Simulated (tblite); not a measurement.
Species: C₆H₈N (doublet state).
SMILES with atom numbers: `[CH:1]#[C:2][C@H:3]([CH:4][CH3:5])[N:6]=[CH2:7]` (hydrogens: H8 on C1; H9 on C3; H10 on C4; H11, H12, H13 on C5; H14, H15 on C7)

Computed geometry: GFN2-xTB, gas phase. This method treats the open shell by occupation alone, without spin polarisation.

(1) Give the optimised bond lengths and angles.

Results:

(1) 
```tsv
bond	length (pm)	order
C1≡C2	119.6	triple
C2–C3	145.5	single
C3–C4	148.8	single
C4–C5	147.4	single
C3–N6	145.8	single
N6=C7	125.2	double
C1–H8	104.9	single
C3–H9	110.7	single
C4–H10	107.7	single
C5–H11, C5–H12, C5–H13	109.2	single
C7–H14	108.0	single
C7–H15	109.6	single
```

Bonds in one row agree within 1 pm and their mean is given. Orders are formal, as drawn. A selection of angles:
```tsv
angle	degrees
C2–C1–H8	179.3
C1–C2–C3	179.2
C2–C3–C4	112.6
C2–C3–N6	108.8
C2–C3–H9	109.1
C4–C3–N6	104.5
C4–C3–H9	110.5
N6–C3–H9	111.3
C3–C4–C5	120.9
C3–C4–H10	117.4
C5–C4–H10	120.4
C4–C5–H11	111.4
C4–C5–H12	110.2
H11–C5–H12	109.8
H11–C5–H13	108.3
H12–C5–H13	106.2
C3–N6–C7	119.9
N6–C7–H14	118.2
N6–C7–H15	124.9
H14–C7–H15	116.9
```

Torsions: C2–C3–C4–C5 -35° (synclinal); C2–C3–N6–C7 -134° (anticlinal).

C4 (carbon bonded to 2 C and H) is almost planar (angles 120.9°, 120.4° and 117.4°, sum 358.6°, 0.09 Å off the plane of its three neighbours). The 2 C–N bonds span 1.252 Å (N6=C7, drawn double) to 1.458 Å (C3–N6, drawn single), a spread of 0.206 Å. The C–C distances run from 1.196 Å (C1≡C2, drawn triple) to 1.488 Å (C3–C4, drawn single), a spread of 0.292 Å. Of the pairs four or more bonds apart, H9···H15 is among the closest relative to their van der Waals radii: 2.30 Å, 96 % of the sum of Bondi's values. C7 (carbon bonded to N and 2 H) is planar (angles 124.9°, 118.2° and 116.9°, sum 360.0°, 0.00 Å off the plane of its three neighbours).

Point group: C1 (no symmetry element, even within 0.4 Å). Its lowest GFN2-xTB frequency is 12i cm⁻¹, too small to tell a flat minimum from a shallow saddle.

One conformer stands for the species.
